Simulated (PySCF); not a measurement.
B3LYP has the VWN-RPA correlation part, as in Gaussian. Delta-SCF ions had no search for a lower state. Excitations are Tamm–Dancoff values on a coarser integration grid. The basis has no diffuse functions, so Rydberg states are missing or too high.

C$_{6}$H$_{5}$F$_{3}$OSi, SMILES `C1(C=O)[Si@H](C=CC=1)C(F)(F)F` (O–C–C–Si torsion 1°) (charge 0, multiplicity 1)

Computed with B3LYP-D3(BJ)/def2-TZVP // B3LYP-D3(BJ)/def2-SVP (PySCF).

| Property | Result |
|---|---|
| HOMO | -7.44 eV |
| dipole moment | 5.09 D |
| HOMO–LUMO gap | 4.27 eV |
| LUMO | -3.17 eV |
| S1 excitation (TDA) | 3.09 eV |
| S1 oscillator strength | 0.000 |
| brightest of the four lowest singlets (TDA) | 4.25 eV |
| T1 excitation (TDA) | 2.33 eV |
| S1–T1 gap (TDA) | 0.76 eV |
| vertical ionisation energy (Delta-SCF) | 9.40 eV |
| total energy | -896.1701 Ha |
| cost | very roughly 20 core-minutes |

```xyz
16

O     -1.9564     2.1380    -0.9682
C     -2.1436     1.0704    -0.4237
C     -1.1012     0.0616    -0.2331
C     -1.2986    -1.1483     0.3560
C     -0.1260    -2.0431     0.4591
C      1.0430    -1.5754    -0.0419
Si     0.7117     0.1483    -0.7133
C      1.6876     1.4617     0.3176
F      1.4167     1.3595     1.6353
F      1.4122     2.7230    -0.0547
F      3.0208     1.2796     0.1693
H     -3.1566     0.7935    -0.0291
H     -2.2731    -1.4670     0.7452
H     -0.2349    -3.0263     0.9282
H      1.9664    -2.1565    -0.0058
H      1.0323     0.3811    -2.1410
```
Charge 0, spin multiplicity 1.
